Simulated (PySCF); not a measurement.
A run for PySCF: D3(BJ) and D4 dispersion corrections on AlBFH5O (SMILES B[O][AlH2-][FH+]).

```python
from pyscf import gto
from pyscf.dispersion import dftd3, dftd4

mol = gto.M(
    atom='''
    Al    0.95474608    0.38184193   -0.55193442
    O    -0.70470753    0.04849388   -0.41070390
    B    -1.97250485   -0.30433261   -0.20833598
    H     1.43559746    1.73535739    0.12154592
    H     1.75917878   -0.38280305   -1.66170345
    H    -2.24700600   -1.07112684    0.67766916
    H    -2.83887640    0.14658137   -0.90854726
    F     1.68973846   -0.62322355    1.17931198
    H     1.92373400    0.06921147    1.76259796
    ''',
    basis='def2-svp',
    charge=0, spin=0, verbose=0, max_memory=1800)
d3, d4 = {}, {}
for xc in ['hf', 'pbe', 'blyp', 'revpbe', 'tpss', 'r2scan', 'b3lyp', 'pbe0', 'bhlyp', 'camb3lyp', 'b2plyp']:
    d3[xc] = float(dftd3.DFTD3Dispersion(mol, xc=xc, version='d3bj', atm=False).get_dispersion()['energy'])
    print(f'D3(BJ) {xc:10s} {d3[xc]:14.8f} Eh')
for xc in ['hf', 'pbe', 'blyp', 'revpbe', 'tpss', 'r2scan', 'b3lyp', 'pbe0', 'bhlyp', 'camb3lyp', 'b2plyp']:
    d4[xc] = float(dftd4.DFTD4Dispersion(mol, xc={'camb3lyp': 'cam-b3lyp'}.get(xc, xc), atm=True).get_dispersion()['energy'])
    print(f'D4     {xc:10s} {d4[xc]:14.8f} Eh')
```

It printed:

```
D3(BJ) hf            -0.03597687 Eh
D3(BJ) pbe           -0.00444039 Eh
D3(BJ) blyp          -0.00963795 Eh
D3(BJ) revpbe        -0.01088365 Eh
D3(BJ) tpss          -0.00567222 Eh
D3(BJ) r2scan        -0.00127860 Eh
D3(BJ) b3lyp         -0.00794608 Eh
D3(BJ) pbe0          -0.00393745 Eh
D3(BJ) bhlyp         -0.00645734 Eh
D3(BJ) camb3lyp      -0.00371059 Eh
D3(BJ) b2plyp        -0.00383633 Eh
D4     hf            -0.01594685 Eh
D4     pbe           -0.00454581 Eh
D4     blyp          -0.00993614 Eh
D4     revpbe        -0.01371645 Eh
D4     tpss          -0.00611405 Eh
D4     r2scan        -0.00113651 Eh
D4     b3lyp         -0.00730285 Eh
D4     pbe0          -0.00384555 Eh
D4     bhlyp         -0.00561670 Eh
D4     camb3lyp      -0.00390309 Eh
D4     b2plyp        -0.00316765 Eh
```

The run finished.

Cost: around 0.05 core-seconds (rough).
